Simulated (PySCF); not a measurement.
Isomers of C3H8ClFSi.

All values: PBE0/def2-SVPD (PySCF) at GFN2-xTB geometries, gas phase, one conformer each. Core orbitals are frozen in the response; Δα² is half the sum of the squared differences of the principal polarisabilities.

Problem. Rank by dipole moment, highest first.
A. `[CH3:1][CH2:2][C@H:3]([F:4])[SiH2:5][Cl:6]` with C1–C2–C3–F4 -175°, C2–C3–Si5–Cl6 -91°
B. `[CH3:1][CH2:2][Si@H:3]([F:4])[CH2:5][Cl:6]` with C1–C2–Si3–F4 58°, C2–Si3–C5–Cl6 -62°
C. `[F:1][C@@H:2]([CH2:3][SiH3:4])[CH2:5][Cl:6]` with F1–C2–C3–Si4 -60°, F1–C2–C5–Cl6 169°
D. `[CH3:1][C@@H:2]([Cl:3])[CH2:4][SiH2:5][F:6]` with C1–C2–C4–Si5 -169°, C2–C4–Si5–F6 -156°

Solution. D (2.34 D), A (1.30 D), B (0.85 D), C (0.52 D).

Problem. Rank by polarisability anisotropy Δα, lowest first.
A. `[CH3:1][CH2:2][Si@H:3]([F:4])[CH2:5][Cl:6]` with C1–C2–Si3–F4 58°, C2–Si3–C5–Cl6 -62°
B. `[CH3:1][CH2:2][C@H:3]([F:4])[SiH2:5][Cl:6]` with C1–C2–C3–F4 -175°, C2–C3–Si5–Cl6 -91°
C. `[F:1][C@@H:2]([CH2:3][SiH3:4])[CH2:5][Cl:6]` with F1–C2–C3–Si4 -60°, F1–C2–C5–Cl6 169°
D. `[CH3:1][C@@H:2]([Cl:3])[CH2:4][SiH2:5][F:6]` with C1–C2–C4–Si5 -169°, C2–C4–Si5–F6 -156°

Solution. A (1.68 Å³), B (2.17 Å³), D (2.55 Å³), C (3.29 Å³).

All values together:

```csv
SMILES,μ (D),HOMO (eV),LUMO (eV),α (Å³),Δα (Å³)
F[C@@H](C[SiH3])CCl,0.52,-8.68,0.21,11.72,3.29
C[C@@H](Cl)C[SiH2]F,2.34,-8.67,0.12,11.19,2.55
CC[C@H](F)[SiH2]Cl,1.30,-8.35,-0.10,11.28,2.17
CC[Si@H](F)CCl,0.85,-8.21,-0.10,11.10,1.68
```

Conformers: `[F:1][C@@H:2]([CH2:3][SiH3:4])[CH2:5][Cl:6]` with F1–C2–C3–Si4 -60°, F1–C2–C5–Cl6 169°; `[CH3:1][C@@H:2]([Cl:3])[CH2:4][SiH2:5][F:6]` with C1–C2–C4–Si5 -169°, C2–C4–Si5–F6 -156°; `[CH3:1][CH2:2][C@H:3]([F:4])[SiH2:5][Cl:6]` with C1–C2–C3–F4 -175°, C2–C3–Si5–Cl6 -91°; `[CH3:1][CH2:2][Si@H:3]([F:4])[CH2:5][Cl:6]` with C1–C2–Si3–F4 58°, C2–Si3–C5–Cl6 -62°.
